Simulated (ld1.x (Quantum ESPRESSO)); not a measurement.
Ga (Z = 31): excitation energies, all-electron against PAW

* Element: Ga
* Generator: ld1.x (Quantum ESPRESSO) 7.5
* Type: PAW
* Functional: PBE
* Relativity: fully relativistic
* Frozen core: [Ne]
* Valence charge: 21
* Reference configuration: 3s2 3p6 3d10 4s2 4p1
* Partial waves: 3s (bound): rcut 1.00, rcutus 1.10 bohr; 4s (bound): rcut 1.00, rcutus 1.10 bohr; 3p (bound): rcut 1.25, rcutus 1.35 bohr; 4p (bound): rcut 1.25, rcutus 1.35 bohr; 3d (bound): rcut 0.60, rcutus 0.75 bohr; 3d channel at -0.75 Ry: rcut 0.60, rcutus 0.75 bohr
* Local potential: all-electron potential smoothed inside 0.85 bohr (lloc = -2)
* Core correction: Bessel-smoothed model core inside 0.75 bohr
* Augmentation charge: BESSEL, radius 0.55 bohr

Open shells are filled in proportion to 2j + 1 (rel_dist='average').

Energies are relative to the spin-unpolarised reference configuration 3s2 3p6 3d10 4s2 4p1; without spin polarisation the order of configurations can differ from experiment. Not all tests gave a result: 1 of 7 tests not solved or not reliable. Left out of the table: 3s2 3p6 3d9 4s2 4p1 (solver errors, printed error +125 meV).

Give the all-electron excitation energy and the error of the potential for: 3s2 3p6 3d10 4s2 4p0; 3s2 3p6 3d10 4s1 4p0; 3s2 3p6 3d10 4s0 4p0; 3s2 3p6 3d10 4s1 4p1; 3s2 3p6 3d10 4s0 4p3; 3s1 3p6 3d10 4s2 4p1.

```json
{"valence configuration": "3s2 3p6 3d10 4s2 4p0", "charge": "+1", "ΔE all-electron (eV)": "5.690", "error AE − PS (meV)": "+3.1"}
{"valence configuration": "3s2 3p6 3d10 4s1 4p0", "charge": "+2", "ΔE all-electron (eV)": "26.818", "error AE − PS (meV)": "-4.0"}
{"valence configuration": "3s2 3p6 3d10 4s0 4p0", "charge": "+3", "ΔE all-electron (eV)": "58.090", "error AE − PS (meV)": "-16"}
{"valence configuration": "3s2 3p6 3d10 4s1 4p1", "charge": "+1", "ΔE all-electron (eV)": "13.060", "error AE − PS (meV)": "-0.3"}
{"valence configuration": "3s2 3p6 3d10 4s0 4p3", "charge": "0", "ΔE all-electron (eV)": "13.367", "error AE − PS (meV)": "+81"}
{"valence configuration": "3s1 3p6 3d10 4s2 4p1", "charge": "+1", "ΔE all-electron (eV)": "157.684", "error AE − PS (meV)": "+74"}
```

Levels in the configuration 3s2 3p6 3d10 4s2 4p0:

```
   level  all-electron (eV)  pseudo (eV)
3s j=1/2           -156.360     -156.449
3p j=1/2           -109.557     -109.714
3p j=3/2           -105.932     -106.086
3d j=3/2            -27.696      -27.774
3d j=5/2            -27.234      -27.313
4s j=1/2            -16.330      -16.334
```

The ghost test of this file was not conclusive.
